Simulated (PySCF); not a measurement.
# Electron correlation in Ni (nickel, neutral)

[Ar] 3d8 4s1 4p1, one real determinant (an excited configuration). Calculation: PySCF 2.14, in aug-cc-pVDZ (7s6p4d2f, 59 functions); the non-relativistic Hamiltonian (point nucleus). Frozen: [Ar]; 10 electrons correlated.

```
  level  correlation energy (mhartree)
   CCSD                        -238.95
    (T)                          -5.96
CCSD(T)                        -244.91
```

Diagnostics: T1 = 0.015, D1 = 0.0395, largest double amplitude 0.028.

The real determinant used has ⟨L²⟩ near 14 against 20 for a pure G term, so it mixes terms.

Cost of the coupled-cluster step: of the order of 7 core-seconds, for 10 correlated electrons.

The reference is one real determinant that mixes LS terms of this configuration.
